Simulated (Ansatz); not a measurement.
Compare A (`COB(S)Cl`) with its isomer B (`CSB(O)Cl`).

Isolated molecules relaxed with PBE0-D4/def2-TZVP in Ansatz; ΔE leaves out vibrations. CCSD(T)/CBS adds triple-zeta CCSD(T) − MP2 to the extrapolated MP2 energy (def2 sets, frozen cores). This one scheme is used for every species. DFT in def2-TZVPP. B3LYP here is the variant with VWN-RPA as its local correlation; programs differ in this. One conformer a species, not always the lowest.

Q: Which isomer does CCSD(T)/CBS put lower? Give the gap. (Best estimate.)

A: Computed: B, by 10.8 kcal/mol.

Q: Give E(B) − E(A) in kcal/mol with B2PLYP, HF/def2-TZVPP, MP2/def2-TZVPP, PBE0-D4, B3LYP, PBE-D4, r2SCAN-D4. (Best estimate.)

A: The calculation gave: B2PLYP -9.9, HF/def2-TZVPP -8.1, MP2/def2-TZVPP -11.2, PBE0-D4 -10.9, B3LYP -9.4, PBE-D4 -10.9, r2SCAN-D4 -10.7. None reverses the order clearly.

Largest T1 diagnostic: 0.012.

In def2-TZVPP, CCSD(T) changes the Hartree–Fock value by −1.7 kcal/mol (the triples alone add −0.3 kcal/mol) and MP2 by −3.1 kcal/mol.
